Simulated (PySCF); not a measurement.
Job file and geometry (Å, from GFN2-xTB) of an NMR shielding run on SMILES C#C[SiH2]O[Si]1(Cl)CCCC1, C6H11ClOSi2, PySCF, GIAO PBE0/pcSseg-1 NMR shielding, non-relativistic, gas phase; density fitting, a coarse starting grid and PySCF grid level 2 are the driver's defaults:

```
$ OMP_NUM_THREADS=1 python probes_run.py task.json out

{"job": {"kind": "nmr", "xc": "PBE0", "basis": "pcSseg-1"}, "charge": 0, "multiplicity": 1}
C      3.099338     2.096407    -0.638460
C      3.029589     0.957631    -0.258080
Si     2.891791    -0.797271     0.323474
O      1.308257    -1.146984     0.522481
Si    -0.208529    -0.831220     0.987361
Cl    -0.380579    -1.514992     2.879908
C     -1.467371    -1.526680    -0.256002
C     -2.416868    -0.348471    -0.498929
C     -1.596551     0.941185    -0.510825
C     -0.739576     0.979827     0.759609
H      3.163142     3.093600    -0.969977
H      3.314146    -1.731570    -0.716476
H      3.540769    -0.939911     1.625262
H     -0.974592    -1.801048    -1.188823
H     -2.019341    -2.400110     0.084988
H     -2.969328    -0.469949    -1.432225
H     -3.141758    -0.298553     0.316591
H     -0.940632     0.935238    -1.384016
H     -2.246570     1.815173    -0.581019
H     -1.343332     1.328554     1.597575
H      0.089076     1.676085     0.646518
```

Q: Write the output of this run.

A: 
```
coarse grid: 19296 points
cycle   1  E = -1348.6986409167  dE =  1.265e+00  |g| = 8.836e-01  |ddm| = 4.315e+00
cycle   2  E = -1348.5460075334  dE =  1.526e-01  |g| = 1.263e+00  |ddm| = 1.676e+00
cycle   3  E = -1348.8492023215  dE = -3.032e-01  |g| = 1.843e-01  |ddm| = 1.087e+00
cycle   4  E = -1348.8561780892  dE = -6.976e-03  |g| = 5.045e-02  |ddm| = 1.945e-01
cycle   5  E = -1348.8564843932  dE = -3.063e-04  |g| = 3.699e-02  |ddm| = 5.762e-02
cycle   6  E = -1348.8568178139  dE = -3.334e-04  |g| = 6.346e-03  |ddm| = 2.642e-02
cycle   7  E = -1348.8568266360  dE = -8.822e-06  |g| = 2.042e-03  |ddm| = 6.659e-03
final grid: 173152 points
cycle   8  E = -1348.9269855486  dE = -3.324e-05  |g| = 1.321e-02  |ddm| = 3.248e-02
cycle   9  E = -1348.9269415457  dE =  4.400e-05  |g| = 1.964e-02  |ddm| = 2.537e-02
cycle  10  E = -1348.9270234533  dE = -8.191e-05  |g| = 1.852e-03  |ddm| = 1.541e-02
cycle  11  E = -1348.9270240762  dE = -6.229e-07  |g| = 6.132e-04  |ddm| = 1.592e-03
cycle  12  E = -1348.9270241511  dE = -7.488e-08  |g| = 2.774e-04  |ddm| = 5.776e-04
cycle  13  E = -1348.9270241694  dE = -1.825e-08  |g| = 5.239e-05  |ddm| = 2.100e-04
cycle  14  E = -1348.9270241699  dE = -5.789e-10  |g| = 1.279e-05  |ddm| = 5.609e-05
converged SCF energy = -1348.9270241699

GIAO shielding tensors (ppm)
atom      isotropic    diamagn.    paramagn.     s11        s22        s33       span
  0 C       83.617     261.316    -177.699      0.939      4.293    245.619    244.680
  1 C       97.362     261.724    -164.362     -4.288      8.347    288.027    292.315
  2 Si     404.214     879.836    -475.622    366.995    395.383    450.263     83.268
  3 O      265.798     401.842    -136.043    222.218    259.278    315.899     93.681
  4 Si     323.418     879.204    -555.786    293.696    324.936    351.622     57.925
  5 Cl     898.388    1148.601    -250.213    773.400    922.758    999.006    225.606
  6 C      166.848     255.883     -89.036    158.489    166.209    175.845     17.355
  7 C      157.791     250.318     -92.527    142.158    159.022    172.193     30.034
  8 C      157.500     249.974     -92.474    141.602    159.671    171.226     29.624
  9 C      167.965     257.196     -89.231    160.044    165.777    178.076     18.032
 10 H       29.686      33.436      -3.751     24.438     25.253     39.366     14.928
 11 H       26.560      27.632      -1.072     22.611     24.886     32.184      9.573
 12 H       26.415      26.901      -0.486     22.517     25.121     31.607      9.090
 13 H       30.996      33.175      -2.180     26.607     28.942     37.438     10.831
 14 H       30.757      30.156       0.601     26.612     28.494     37.165     10.553
 15 H       29.722      30.321      -0.600     24.379     27.276     37.510     13.131
 16 H       30.558      31.194      -0.637     26.318     28.272     37.083     10.765
 17 H       30.371      34.419      -4.048     25.785     28.981     36.346     10.562
 18 H       29.681      31.507      -1.826     24.311     27.424     37.307     12.996
 19 H       31.203      32.662      -1.459     26.545     29.364     37.699     11.154
 20 H       30.267      35.740      -5.473     26.171     27.512     37.118     10.947
```

Q: Turn these shieldings into chemical shifts. References, each an isolated molecule treated in the same way: ¹³C (σ = 186.93 ppm) and ²⁹Si (σ = 349.16 ppm) and ¹H (σ = 31.72 ppm) vs TMS; ¹⁷O (σ = 336.08 ppm) against H2O; ³⁵Cl (σ = 949.78 ppm) vs HCl.

A: Averaging equivalent atoms: C 0: 103.3; C 1: 89.6; C 7/8: 29.3; C 6/9: 19.5; Si 4: 25.7; Si 2: -55.1; O 3: 70.3; Cl 5: 51; H 11/12: 5.23; H 10: 2.03; H 15/17: 1.67; H 16/18: 1.60; H 13/20: 1.09; H 14/19: 0.74 ppm. Experimental scales use liquid or dissolved standards, which lie at an offset from isolated H2O (liquid H2O: subtract about 36 ppm).

Size and cost of the density-fitted run: 246 basis functions, 98 s wall time on 1 thread of an Arm Neoverse N1, shared host; peak memory 1.1 GiB.
